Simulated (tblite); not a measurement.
Give a GFN2-xTB geometry of `C1[C@@](CC#N)(O[SiH2]O1)CC`.

```xyz
21
C6H11NO2Si angstrom
C      1.9778   -1.1585   -0.1403
C      0.7467   -0.5876   -0.8356
C     -0.1738    0.1999    0.1089
C      0.5197    1.4470    0.6853
C      0.9197    2.3545   -0.3545
N      1.2365    3.0702   -1.1878
C     -1.4834    0.5801   -0.6308
O     -2.4402   -0.3963   -0.3487
Si    -2.0394   -1.2769    0.9747
O     -0.5552   -0.6162    1.1893
H      2.4730   -1.8740   -0.7916
H      1.6854   -1.6663    0.7759
H      2.6924   -0.3750    0.1012
H      1.0480    0.0638   -1.6592
H      0.1516   -1.4088   -1.2427
H      1.3976    1.1374    1.2569
H     -0.1671    1.9570    1.3666
H     -1.3320    0.6262   -1.7118
H     -1.8530    1.5534   -0.2873
H     -2.8296   -0.9376    2.1453
H     -1.9836   -2.6755    0.5857
```

Any rigid rotation of these coordinates is as good. Atoms count from 1 in this order. Si9 (oxygen-bound silicon) has angles from 96.3° to 117.5°. O10 (silyl ether oxygen) is bent (angle 112.3°). The 5-membered ring C3–C7–O8–Si9–O10 has internal angles of 96.3° to 112.3°; it is puckered, 0.10 Å rms from its mean plane, widest ring torsion 24°. The 5 C–C bonds span 1.437 Å (C4–C5, drawn single) to 1.551 Å (C3–C7, drawn single), a spread of 0.114 Å.

Bonds between heavy atoms (Å): C1–C2 1.525, C2–C3 1.536, C3–C4 1.539, C4–C5 1.437, C5≡N6 1.143, C3–C7 1.551, C7–O8 1.396, O8–Si9 1.639, Si9–O10 1.639, C3–O10 1.407.

The geometry is computed with GFN2-xTB (gas phase).

Point group: C1 (no symmetry element, even within 0.4 Å). Its GFN2-xTB frequencies are all real (lowest 45 cm⁻¹). The numbers are those of one conformer (C1–C2–C3–C4 63°, C2–C3–C4–C5 60°, C2–C3–C7–O8 95°, C3–C7–O8–Si9 18°, C7–O8–Si9–O10 -6°, O8–Si9–O10–C3 -9°). 3 starts were optimised and ended at 0.00, 0.00 and 0.89 kcal/mol (GFN2-xTB); the lowest of these is shown.

The run took 1.4 s of wall time on Intel Xeon at 2.50 GHz, one thread (shared host). These figures are those of the optimisation.
